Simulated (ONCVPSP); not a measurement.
**Configuration tests for cerium (Ce) (ONCV)**

- Element: cerium
- Generator: ONCVPSP 4.0.1
- Type: optimised norm-conserving Vanderbilt (ONCV)
- Functional: PW91
- Relativity: fully relativistic
- Frozen core: [Kr] 4d10
- Valence charge: 12
- Reference configuration: 4f1 5s2 5p6 5d1 6s2
- Partial waves: 5s+6s: rc 1.95 bohr, ncon 5, nbas 9, qcut 4.9 1/bohr, 2 projectors; 5p: rc 2.50 bohr, ncon 3, nbas 7, qcut 4.8 1/bohr, 2 projectors, debl 3.8 Ha; 5d: rc 3.80 bohr, ncon 4, nbas 8, qcut 3.2 1/bohr, 2 projectors, debl 2.3 Ha; 4f: rc 1.15 bohr, ncon 3, nbas 7, qcut 16 1/bohr, 1 projector
- Local potential: polynomial inside 0.80 bohr (lpopt 4, dvloc0 6 Ha)
- Core correction: Teter function, fcfact 3.75, rcfact 1.6

Open shells are filled in proportion to 2j + 1.

Energies are relative to the spin-unpolarised reference configuration 4f1 5s2 5p6 5d1 6s2; without spin polarisation the order of configurations can differ from experiment.

| valence configuration | charge | ΔE all-electron (eV) | error AE − PS (meV) |
| --- | --- | --- | --- |
| 4f1 5s2 5p6 5d1 6s1 | +1 | 6.113 | -0.9 |
| 4f1 5s2 5p6 5d1 6s0 | +2 | 17.218 | -12 |
| 4f1 5s2 5p6 5d0 6s0 | +3 | 36.456 | +66 |
| 4f1 5s2 5p6 5d1 6s0 6p2 | 0 | 5.017 | +26 |

Levels in the configuration 4f1 5s2 5p6 5d1 6s0:

```tsv
level	all-electron (eV)	pseudo (eV)
4f j=7/2	-18.120	-18.194
4f j=5/2	-18.456	-18.528
5s j=1/2	-53.401	-53.446
5p j=3/2	-35.138	-35.174
5p j=1/2	-37.925	-37.965
5d j=5/2	-14.792	-14.795
5d j=3/2	-15.053	-15.056
```

These tests converged, but a pseudo level misses the all-electron one widely, so the file describes the atom poorly there or has found another state: 4f1 5s2 5p6 5d1 6s0 6p2: empty 6s by 8.9 eV.

Note: ghosts flagged at negative energy: s at -180.7 eV; GHOST(+) flagged for d5/2 at 35.0 eV, d3/2 at 40.1 eV, p3/2 at 45.0 eV, p1/2 at 59.7 eV. A true bound ghost makes a file unfit for plane-wave use.
